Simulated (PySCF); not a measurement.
# First-order multiplets

Geometry:
| atom | x (Å) | y (Å) | z (Å) |
| --- | --- | --- | --- |
| C1 | 2.358 | -2.243 | -0.221 |
| C2 | 2.058 | -1.065 | -0.223 |
| B3 | 1.653 | 0.424 | -0.225 |
| O4 | 2.623 | 1.370 | -0.218 |
| O5 | 0.354 | 0.826 | -0.230 |
| C6 | -0.738 | -0.036 | -0.237 |
| C7 | -1.954 | 0.400 | 0.507 |
| C8 | -1.943 | 0.399 | -1.000 |
| H9 | 2.639 | -3.281 | -0.219 |
| H10 | 2.241 | 2.255 | -0.219 |
| H11 | -0.470 | -1.097 | -0.234 |
| H12 | -1.896 | 1.371 | 1.006 |
| H13 | -2.541 | -0.354 | 1.038 |
| H14 | -2.522 | -0.357 | -1.537 |
| H15 | -1.878 | 1.368 | -1.501 |

How the numbers were obtained: NMR shieldings at PBE0/pcSseg-1/GIAO, couplings computed with B3LYP/pcJ-1 (spin–dipole term only in couplings to heteroatoms), PBE0-D3(BJ)/def2-SVP geometry, in PySCF (fast rotation and ring inversion assumed for equivalent nuclei, one computed conformer, no solvent model, no relativistic terms).

Shifts are taken against calculated references (same method and geometry level): 1H (σ = 31.27 ppm) and 13C (σ = 184.41 ppm) vs TMS.

Spectrometer: 800 MHz for 1H. First-order analysis; couplings under 1 Hz (under 4 Hz in carbon signals) are ignored, and nearly equal couplings are merged; the smaller ones broaden or split the lines further.

**Question.** What pattern does H11 show (1H)?

**Answer.** A triplet of triplets at δ 4.18: 7.6 Hz to H13/H14 (2 × 1H, 3 bonds away), 3.4 Hz to H12/H15 (2 × 1H, 3 bonds away). Lines in Hz from the centre (relative intensity): +11.0 (1), +7.6 (2), +4.2 (1), +3.4 (2), +0.0 (4), -3.4 (2), -4.2 (1), -7.6 (2), -11.0 (1). The outer lines are 22.0 Hz apart, the sum of the couplings kept, or 0.028 ppm at this field.

**Question.** What pattern does C6 show in the proton-coupled 13C spectrum?

**Answer.** A doublet of triplets at δ 50.9: 190.5 Hz to H11 (1 × 1H, 1 bond away), 4.1 Hz to H12/H15 (2 × 1H, 2 bonds away). Lines in Hz from the centre (relative intensity): +99.3 (1), +95.2 (2), +91.2 (1), -91.2 (1), -95.2 (2), -99.3 (1). The outer lines are 198.7 Hz apart, the sum of the couplings kept, or 0.988 ppm at this field.

OH/NH shifts are gas-phase values; hydrogen bonding in solution moves them, usually downfield. Unscaled 3J(H,H) at this level run about 10 % above measured values.
